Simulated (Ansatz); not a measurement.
Start from `[SH][In]([Br])[Br]` and change one atom or group to get `[SiH3][O][In]([SH])[Br]`.

Ansatz, PBE0-D4/def2-TZVP geometries, multiplicity 1. Each molecule was computed in one conformer, which needn't be the lowest.

Elements past krypton have def2 core potentials. Scalar relativity is left out up to krypton.

| property | `[SH][In]([Br])[Br]` |
| --- | --- |
| LUMO energy (PBE0/def2-TZVPP) / eV | -2.56 |
| size of the dipole moment (PBE/def2-TZVPP) / D | 1.32 |
| HOMO–LUMO gap (PBE0/def2-TZVPP) / eV | 5.62 |
| size of the dipole moment (ωB97M-V/def2-TZVPP) / D | 1.33 |
| size of the dipole moment (B3LYP/def2-TZVPP) / D | 1.35 |
| LUMO energy (B3LYP/def2-TZVPP) / eV | -2.84 |

(1) Give the same properties after the change, and the shifts. (An estimate is asked.)

Results:

(1) Ansatz gave: 
```
                                          property  `[SiH3][O][In]([SH])[Br]`  shift
                LUMO energy (PBE0/def2-TZVPP) / eV                      -2.37   0.19
    size of the dipole moment (PBE/def2-TZVPP) / D                       1.38   0.06
              HOMO–LUMO gap (PBE0/def2-TZVPP) / eV                       5.80   0.18
size of the dipole moment (ωB97M-V/def2-TZVPP) / D                       1.36   0.03
  size of the dipole moment (B3LYP/def2-TZVPP) / D                       1.37   0.02
               LUMO energy (B3LYP/def2-TZVPP) / eV                      -2.67   0.17
```

Dipoles are sizes alone; their direction can turn.

B3LYP here is the variant with VWN-RPA as its local correlation; programs differ in this.

Spin–orbit coupling is left out; it splits and shifts lone-pair levels of the heavy atoms by tenths of an eV.
